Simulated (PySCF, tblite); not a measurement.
Isomers of [C5H8NSi]- (charge -1). Computed values, GFN2-xTB/tblite, gas phase, harmonic and unscaled. The method is semi-empirical: single wavenumbers can be off by several per cent or more. Modes of hydrogen on silicon can be 10 to 20 % off. One conformer each.

Electronic energies: PBE0/pcSseg-1 single points on the GFN2-xTB geometries (PySCF, gas phase).

```csv
SMILES,"electronic energy, lowest = 0 (kcal/mol)"
C#C[Si@H](C=C)[N-]C,47.3
C=CC#C[SiH-]NC,41.2
C/C=C/C[SiH-]C#N,0.0
```

Task: How do GFN2-xTB zero-point energies change the relative energies?

Result: 
| SMILES | ZPE (kcal/mol) | of it from modes above 1550 cm⁻¹ | electronic (kcal/mol) | with ZPE, lowest = 0 (kcal/mol) | lowest mode (cm⁻¹) | rings |
| --- | --- | --- | --- | --- | --- | --- |
| C/C=C/C[SiH-]C#N | 70.0 | 38.0 | 0.0 | 0.0 | 31 | 0 |
| C=CC#C[SiH-]NC | 68.6 | 37.8 | 41.2 | 39.8 | 38 | 0 |
| C#C[Si@H](C=C)[N-]C | 67.2 | 37.4 | 47.3 | 44.4 | 25 | 0 |

The zero-point energies span 2.8 kcal/mol, from `C#C[Si@H](C=C)[N-]C` to `C/C=C/C[SiH-]C#N`. The order is unchanged.

Task: And how do the electronic energies of GFN2-xTB itself compare?

Result: `C/C=C/C[SiH-]C#N` 0.0; `C=CC#C[SiH-]NC` 15.7; `C#C[Si@H](C=C)[N-]C` 2.3 kcal/mol, lowest = 0. Against the energies above, taken from the same isomer `C/C=C/C[SiH-]C#N`, the largest difference is 45.0 kcal/mol.

Task: What do entropy and thermal enthalpy add at 298.15 K and 1 bar (rigid rotor, harmonic oscillator, one conformer each)?

Result: 
```csv
SMILES,point group,symmetry number,S (cal/(mol K)),H − H(0) (kcal/mol),ZPE + H − H(0) − TS (kcal/mol)
C/C=C/C[SiH-]C#N,C1,1,95.9,6.46,47.9
C=CC#C[SiH-]NC,C1,1,97.3,6.70,46.3
C#C[Si@H](C=C)[N-]C,C1,1,100.4,7.02,44.3
```
